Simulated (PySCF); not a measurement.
## Removal energies of N³⁺ from EOM-IP-GCCSD

Reference: closed-shell N³⁺, [He] 2s2; one electron is removed. Calculated with PySCF 2.14, two-component X2C-1e with screened spin-orbit coupling, an even-tempered Gaussian basis (19 s from 0.031 bohr⁻², ratio 2.6; 12 p from 0.04 bohr⁻², ratio 2.6; 8 d from 0.041 bohr⁻², ratio 2.8; 5 f from 1.7 bohr⁻², ratio 2.8); frozen nothing; the 30 highest virtual spinors dropped; of the others 56 kept and the rest restored at second order. No Breit or QED terms. Binding energies in eV.

| level | Koopmans | second order | EOM-CCSD |
| --- | --- | --- | --- |
| 2s1/2 | 75.333 | 76.604 | 77.512 |

For comparison, the ionisation energy of N³⁺ is 77.474 eV (measured; NIST Atomic Spectra Database, ionization energies).

The screened spin-orbit operator tends to give fine-structure splittings of light species too large.
